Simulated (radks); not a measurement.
Values are calculated unless marked as measured or tabulated.
Valence configurations of O II (all share [He]). Code: a radial shooting solver on a logarithmic mesh with Libxc functionals. Model: scalar-relativistic Kohn-Sham, PBE, spin-polarised, spherical densities, finite nucleus; open shells are filled with parallel spins first; Fermi nuclear charge, rms radius 2.6991 fm. Energies are relative to 2s2 2p3; eigenvalues in eV for spin up.

valence      E (eV)  moment (Bohr magnetons)    e(2p)    e(2s)
2s2 2p3       0.000                        3  -26.362  -41.573
2s1.5 2p3.5   7.523                        3  -26.515  -41.797
2s1 2p4      15.012                        3  -26.667  -42.020
2s0.5 2p4.5  25.158                        2  -26.201  -41.528
2p5          34.279                        1  -25.551        -

NIST lists [He] 2s2 2p3 as the ground configuration; this level of theory agrees among the configurations tried. The energies are those of spherical high-spin densities, not of single terms.
